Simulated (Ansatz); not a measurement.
The same ligand exchange along the group B, Al, Ga.

Program: Ansatz. Geometries: PBE0-D4/def2-TZVP. ΔE: electronic, gas phase. CCSD(T)/CBS is the MP2 limit (def2-TZVPP, def2-QZVPP) plus CCSD(T) − MP2 in def2-TZVPP, frozen cores. This one scheme is used for every species. DFT in def2-TZVPP. For Ga outer-core shells are correlated without core-valence functions, which leaves a few kJ/mol of doubt a bond. Scalar relativity is left out up to krypton. Each species was taken in one conformer, which may not be the lowest.

```tsv
reaction	ωB97X-V (kcal/mol)	HF/CBS(def2) (kcal/mol)	r2SCAN-D4 (kcal/mol)	CCSD(T)/CBS(def2) (kcal/mol)
`OB(O)O[SiH3]` + NH₃ → `NB(O)O` + `O[SiH3]`	9.7	11.2	9.8	10.1
`[OH][Al]([OH])[O][SiH3]` + NH₃ → `[NH2][Al]([OH])[OH]` + `O[SiH3]`	17.2	19.6	17.4	17.5
`[OH][Ga]([OH])[O][SiH3]` + NH₃ → `[NH2][Ga]([OH])[OH]` + `O[SiH3]`	8.8	10.9	9.0	8.3
```

Largest T1 diagnostic: 0.014, for `[OH][Ga]([OH])[O][SiH3]`.
